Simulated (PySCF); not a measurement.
This PySCF input asks for the NMR shieldings of SMILES F[SiH2][C@@]12[C@@](B(C)C)(CC1)C2, C7H14BFSi; the geometry comes from GFN2-xTB.

```python
import basis_set_exchange as bse
import numpy as np
from pyscf import gto, dft
from pyscf.prop import nmr

atoms = """
C    -2.157238   -1.482568   -0.842130
B    -1.347653   -0.170717   -0.490196
C    -1.767033    1.204146   -1.149897
C    -0.181521   -0.236151    0.507717
C     0.453709   -1.493162    1.113361
C     1.849817   -0.866305    0.987072
C     1.234261    0.403552    0.397012
Si    1.952736    1.356536   -1.041277
F     3.543489    1.083926   -0.992946
C     0.242569    0.931671    1.370102
H    -2.177692   -2.209461   -0.033511
H    -1.678035   -1.976732   -1.688285
H    -3.183273   -1.285466   -1.143536
H    -2.511296    1.681776   -0.512122
H    -0.948340    1.912535   -1.259615
H    -2.235457    1.079329   -2.122528
H     0.132392   -1.728387    2.128438
H     0.327834   -2.374227    0.488957
H     2.497778   -1.391598    0.288983
H     2.390821   -0.712265    1.921608
H     1.551094    0.850191   -2.347024
H     1.815352    2.799602   -0.891046
H     0.392243    0.757066    2.427147
H    -0.208291    1.886475    1.142659
"""
names = dict.fromkeys(["C", "B", "Si", "F", "H"], "pcSseg-1")
basis = {el: gto.basis.parse(bse.get_basis(n, elements=[el], fmt="nwchem")) for el, n in names.items()}
mol = gto.M(atom=atoms, basis=basis, charge=0, verbose=0)
mf = dft.RKS(mol, xc="PBE0")
mf.grids.level = 2
mf.grids.alignment = dft.numint.BLKSIZE   # the property module wants whole blocks of grid points
mf.conv_tol = 1e-9
mf.kernel()

calc = nmr.RKS(mf)   # GIAO
C = mf.mo_coeff
Co = C[:, mf.mo_occ > 0]
resp = mf.gen_response(singlet=True, hermi=2)
def vind(x):   # induced exchange potential for any number of trial vectors
    d = np.einsum("pi,xij,qj->xpq", C, 2 * x.reshape(-1, C.shape[1], Co.shape[1]), Co, optimize=True)
    return np.einsum("xpq,pi,qj->xij", resp(d - d.transpose(0, 2, 1)), C, Co, optimize=True).ravel()
mo1, _ = nmr.rhf.solve_mo1(calc, with_cphf=vind)
sigma = calc.kernel(mo1)
for i, s in enumerate(sigma):   # ppm
    w = np.linalg.eigvalsh((s + s.T) / 2)
    print("%2d %-2s iso %8.1f  s11 %8.1f  s22 %8.1f  s33 %8.1f" % (i, mol.atom_pure_symbol(i), w.mean(), *w))
```

**Question.** Give the expected output.

**Answer.** 
```
 0 C  iso    173.1  s11    152.1  s22    177.1  s33    190.0
 1 B  iso     17.1  s11    -45.9  s22    -21.4  s33    118.7
 2 C  iso    176.5  s11    160.1  s22    180.8  s33    188.5
 3 C  iso    151.4  s11     99.1  s22    148.2  s33    207.0
 4 C  iso    160.2  s11    149.8  s22    156.3  s33    174.6
 5 C  iso    163.1  s11    149.0  s22    164.7  s33    175.6
 6 C  iso    160.3  s11    125.0  s22    156.8  s33    199.1
 7 Si iso    346.8  s11    315.3  s22    332.5  s33    392.7
 8 F  iso    394.4  s11    360.3  s22    396.5  s33    426.5
 9 C  iso    150.9  s11    134.7  s22    142.0  s33    176.1
10 H  iso     30.5  s11     26.0  s22     31.1  s33     34.4
11 H  iso     31.1  s11     27.2  s22     29.3  s33     36.8
12 H  iso     30.7  s11     26.7  s22     29.3  s33     36.3
13 H  iso     31.5  s11     26.8  s22     30.0  s33     37.7
14 H  iso     32.1  s11     26.9  s22     33.8  s33     35.6
15 H  iso     30.9  s11     27.0  s22     29.2  s33     36.6
16 H  iso     30.1  s11     25.7  s22     27.0  s33     37.4
17 H  iso     29.4  s11     25.3  s22     28.2  s33     34.7
18 H  iso     29.5  s11     25.6  s22     27.6  s33     35.3
19 H  iso     30.1  s11     26.2  s22     26.4  s33     37.7
20 H  iso     26.6  s11     22.2  s22     26.8  s33     30.7
21 H  iso     26.5  s11     22.6  s22     25.5  s33     31.5
22 H  iso     30.3  s11     24.9  s22     28.1  s33     38.0
23 H  iso     30.3  s11     24.8  s22     28.7  s33     37.5
```

These numbers come from an equivalent density-fitted implementation of the same equations, which agrees with the script to about 0.01 ppm for H and up to a few tenths of a ppm for heavy atoms, so last digits may differ.

Size and cost of the density-fitted run: 247 basis functions, 100 s wall time on 1 thread of an Arm Neoverse N1, shared host; peak memory 1.2 GiB.
